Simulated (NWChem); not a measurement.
System: GaH3; SMILES [GaH3]

Here is an NWChem input.

```
start job
memory heap 200 mb stack 900 mb global 1100 mb
geometry units angstroms noautosym nocenter noautoz
  Ga     0.000000     0.000000     0.000000
  H      1.117639     1.117639     0.000000
  H      0.409084    -1.526724     0.000000
  H     -1.526724     0.409084     0.000000
end
basis spherical
  * library aug-cc-pvdz
end
dft
  xc xpbe96 cpbe96
  iterations 150
end
property
  response 1 0.0
end
task dft property
```

Coordinates come from a PBE-D3(BJ)/def2-SVP optimisation.

Static field.

### Question
What results follow from this input? (PBE/aug-cc-pVDZ.) Quantities: basis functions; isotropic polarisability (bohr³); anisotropy (bohr³).

### Answer
* **number of basis functions**: 63
* **isotropic polarisability (bohr³)**: 34.9
* **anisotropy (bohr³)**: 12.2
